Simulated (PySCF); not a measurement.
anisole (C₇H₈O), SMILES c1cccc(c1)OC. Coordinates come from a r2SCAN-D4/def2-SVP optimisation. Other conformers were not sampled.

Problem. Give the equilibrium geometry at r2SCAN-D4/def2-SVP (PySCF confirms it by a frequency run) as bond lengths and angles, and its point group. (Estimate from the structure and the level; the computed values follow.)

Solution. One answer among several that fit: point group Cs.
Atoms: C1 O2 C3 C4 C5 C6 C7 C8 H9 H10 H11 H12 H13 H14 H15 H16. Bonded distances (Å): C1–O2 1.409, C1–H9 1.098, C1–H10 1.105, C1–H11 1.105, O2–C3 1.357, C3–C4 1.406, C3–C8 1.404, C4–C5 1.392, C4–H12 1.093, C5–C6 1.402, C5–H13 1.094, C6–C7 1.395, C6–H14 1.093, C7–C8 1.401, C7–H15 1.094, C8–H16 1.092. Angles (°): O2–C1–H9 106.5, O2–C1–H10 111.7, O2–C1–H11 111.7, H9–C1–H10 109.0, H9–C1–H11 109.0, H10–C1–H11 108.8, C1–O2–C3 118.2, O2–C3–C4 115.9, O2–C3–C8 124.3, C4–C3–C8 119.8, C3–C4–C5 120.1, C3–C4–H12 118.2, C5–C4–H12 121.8, C4–C5–C6 120.6, C4–C5–H13 119.3, C6–C5–H13 120.0, C5–C6–C7 119.1, C5–C6–H14 120.4, C7–C6–H14 120.4, C6–C7–C8 121.0, C6–C7–H15 120.0, C8–C7–H15 118.9, C3–C8–C7 119.4, C3–C8–H16 121.1, C7–C8–H16 119.5.
